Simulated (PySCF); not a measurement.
C4H10BN, SMILES C=C(C)B(C)N.

Coordinates come from a TPSSh-D3(BJ)/def2-SVP optimisation. The structure was generated by enumeration, and PubChem lists no compound with its InChIKey, so it may never have been made. The values are those of a single conformer.

Level of theory: TDA-M06-2X/def2-SVPD (PySCF).

Vertical excitations. 

```json
[
 {"state": "S1", "energy (eV)": "6.38", "λ (nm)": "194", "f": "0.023", "main pairs": "HOMO−1→LUMO+1 74 %"},
 {"state": "S2", "energy (eV)": "6.53", "λ (nm)": "190", "f": "0.006", "main pairs": "HOMO→LUMO 88 %"},
 {"state": "S3", "energy (eV)": "6.63", "λ (nm)": "187", "f": "0.229", "main pairs": "HOMO→LUMO+1 79 %"},
 {"state": "S4", "energy (eV)": "7.41", "λ (nm)": "167", "f": "0.036", "main pairs": "HOMO→LUMO+2 46 %, HOMO−2→LUMO 37 %"},
 {"state": "S5", "energy (eV)": "7.62", "λ (nm)": "163", "f": "0.071", "main pairs": "HOMO−2→LUMO+1 53 %, HOMO−3→LUMO+1 18 %"},
 {"state": "S6", "energy (eV)": "7.70", "λ (nm)": "161", "f": "0.005", "main pairs": "HOMO→LUMO+3 41 %, HOMO→LUMO+2 18 %, HOMO−1→LUMO 17 %, HOMO−2→LUMO 7 %"},
 {"state": "S7", "energy (eV)": "7.82", "λ (nm)": "159", "f": "0.033", "main pairs": "HOMO−3→LUMO+1 32 %, HOMO−1→LUMO 15 %, HOMO→LUMO+3 12 %, HOMO−2→LUMO+1 11 %"},
 {"state": "S8", "energy (eV)": "7.87", "λ (nm)": "158", "f": "0.038", "main pairs": "HOMO→LUMO+3 28 %, HOMO−2→LUMO 23 %, HOMO→LUMO+2 19 %, HOMO−3→LUMO+1 14 %"},
 {"state": "S9", "energy (eV)": "7.90", "λ (nm)": "157", "f": "0.001", "main pairs": "HOMO−1→LUMO 47 %, HOMO−2→LUMO 13 %, HOMO−2→LUMO+1 11 %, HOMO−3→LUMO+1 8 %"},
 {"state": "S10", "energy (eV)": "8.27", "λ (nm)": "150", "f": "0.265", "main pairs": "HOMO→LUMO+4 44 %, HOMO→LUMO+6 27 %, HOMO−2→LUMO+1 8 %, HOMO→LUMO+5 7 %"},
 {"state": "T1", "energy (eV)": "4.28", "λ (nm)": "290", "f": "0", "main pairs": "HOMO→LUMO+1 83 %"},
 {"state": "T2", "energy (eV)": "5.98", "λ (nm)": "207", "f": "0", "main pairs": "HOMO−1→LUMO+1 85 %"},
 {"state": "T3", "energy (eV)": "6.15", "λ (nm)": "202", "f": "0", "main pairs": "HOMO−2→LUMO+1 68 %"},
 {"state": "T4", "energy (eV)": "6.48", "λ (nm)": "191", "f": "0", "main pairs": "HOMO→LUMO 81 %"}
]
```
Triplets are in the Tamm–Dancoff approximation.
